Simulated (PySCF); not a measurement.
Mo(O)(NH)(OH)2 (H3MoNO3), SMILES [NH]=[Mo](=[O])([OH])[OH], multiplicity 1.

Geometry: PBE-D3(BJ)/def2-SVP. The spin state was assumed, not searched. The structure was generated by enumeration; whether it is a known compound was not checked. The def2 effective core potentials stand for the cores of Mo; spin–orbit coupling is left out. Other conformers were not sampled.

Method: PBE-D3(BJ)/def2-SVP in PySCF 2.14.0.

Frequencies are harmonic and unscaled.

```
mode  ν (cm⁻¹)  IR (km/mol)  moving atoms (share of kinetic energy)
----  --------  -----------  --------------------------------------
1          199          0.6                 O 75 %, H 14 %, Mo 11 %
2          228         15.8         O 34 %, H 32 %, N 20 %, Mo 14 %
3          232          5.9                  O 38 %, N 32 %, H 29 %
4          251          2.5                  O 70 %, Mo 16 %, H 9 %
5          266         42.3                 O 61 %, H 23 %, Mo 10 %
6          291         75.6                          H 81 %, O 13 %
7          342         70.2                  H 62 %, O 20 %, N 15 %
8          510        141.9                          H 75 %, N 23 %
9          600        259.5                          H 83 %, O 14 %
10         639        182.5                          H 57 %, O 40 %
11         649         18.1                   O 46 %, H 40 %, N 9 %
12         705         17.0                  O 58 %, H 32 %, Mo 9 %
13         758         74.1                 H 45 %, O 30 %, Mo 17 %
14         962        103.7                         N 72 %, Mo 17 %
15         996        111.5                         O 81 %, Mo 13 %
16        3486        108.2                                  H 93 %
17        3745        214.4                                  H 94 %
18        3749        126.0                                  H 94 %
```
